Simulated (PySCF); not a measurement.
Species: C7H11P.
Bonds: C1–C2, C2–C3, C3–C4 (double), C4–P5, P5–C6, C6–C7 (double), C7–C8, C3–C7. Hydrogens: H9, H10, H11 on C1; H12, H13 on C2; H14 on C4; H15 on P5; H16 on C6; H17, H18, H19 on C8.

Definitions: NICS(0) = −σiso at the ring centroid; NICS(1) = −σiso and NICS(1)zz = −σzz at ±1 Å along the ring normal z. Level: GIAO PBE0/pcSseg-1 (PySCF, non-relativistic, gas phase) on the GFN2-xTB geometry, one conformer.

Ring bond lengths (Å), with Mayer bond orders in brackets: C3–C4 1.349 (1.73), C4–P5 1.800 (1.01), P5–C6 1.800 (1.02), C6–C7 1.349 (1.73), C7–C3 1.455 (1.08).

Q: Give the NICS values of each ring in ppm.

A: 
| ring | type | NICS(0) | NICS(1), two faces | NICS(1)zz, two faces | rms pucker (Å) | centre to ring atoms, mean (Å) |
| --- | --- | --- | --- | --- | --- | --- |
| C3–C4–P5–C6–C7 | 5-membered ring with P; bonds drawn aromatic by RDKit's count | -4.7 | -6.2 / -6.5 | -12.8 / -12.0 | 0.04 | 1.31 |

Q: What do they say, and how far can they be read as aromaticity?

A: 
- C3–C4–P5–C6–C7: mean NICS(1)zz -12.4 ppm, shielded. A hydrogen on P5, outside the ring, lies 1.88 Å from a NICS(1) probe.

Q: And the bond-length index? HOMA = 1 − mean of α(R − Ropt)² over the ring bonds, with Krygowski's 1993 parameters (CC: Ropt 1.388 Å, α 257.7 Å⁻²; CP: Ropt 1.698 Å, α 118.91 Å⁻²).

A: 
- C3–C4–P5–C6–C7: HOMA 0.12; the largest term is that of P5–C6, α(R − Ropt)² = 1.23.

Q: What is the mean of the two in-plane components of NICS at the second NICS(1) probe listed for ring C3–C4–P5–C6–C7, 1 Å off the ring?

A: The isotropic value is a third of the trace: (3 × -6.5 − (-12.0))/2 = -3.8 ppm.

The values belong to the conformer `[CH3:1][CH2:2][c:3]1[cH:4][pH:5][cH:6][c:7]1[CH3:8]`: C1–C2–C3–C4 -89°.
